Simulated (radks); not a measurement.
Results of a calculation; reference values are marked as such.
The silver ion Ag3+, configuration [Kr] 4d8. Code: a radial shooting solver on a logarithmic mesh with Libxc functionals. Model: Dirac Kohn-Sham, PW91, spin-unpolarised, spherical densities, finite nucleus; open shells are shared between the two j in proportion to 2j + 1; Fermi nuclear charge, rms radius 4.5454 fm.

Normalised radial functions P(r) = r R(r) (large component), r in bohr:

```
   r/bohr * 3d3/2, o 4s1/2, + 5s1/2 (the largest magnitude, 1.7, reaches the edge; | marks zero, & curves that meet)
 0.001881                             &o
 0.002508                             *+o
 0.003345                             *+o
 0.004426                             *+ o
 0.005904                             *+ o
 0.007874                             *+  o
  0.01042                             * + o
   0.0139                             * + o
  0.01853                             * + o
  0.02452                             |& o
  0.03271                             |&o
  0.04328                            o+ *
  0.05772                         o + |   *
  0.07698                      o    + |      *
   0.1019                      o   +  |          *
   0.1359                          o +|                *
   0.1812                             |+  o                  *
   0.2398                             |   +     o                *
   0.3198                             |  +      o                *
   0.4265                             +o                   *
   0.5643                  o     +    |            *
   0.7527          o            +     |     *
    1.004            o              + | *
    1.328                   o         *    +
    1.772                         o   *          +
    2.363                            o*           +
    3.126                             &       +
     4.17                             &  +
    5.561                             &+
    7.358                             &
```

3d3/2: eigenvalue -401.63 eV, 0 radial nodes, <r> = 0.344 bohr, 90 % of the charge inside 0.544 bohr. 4s1/2: eigenvalue -133.72 eV, 3 radial nodes at r = 0.0391, 0.157, 0.438 bohr, <r> = 0.906 bohr, 90 % of the charge inside 1.31 bohr. 5s1/2 (empty): eigenvalue -31.569 eV, 4 radial nodes at r = 0.0391, 0.156, 0.424, 1.08 bohr, <r> = 2.34 bohr, 90 % of the charge inside 3.36 bohr.
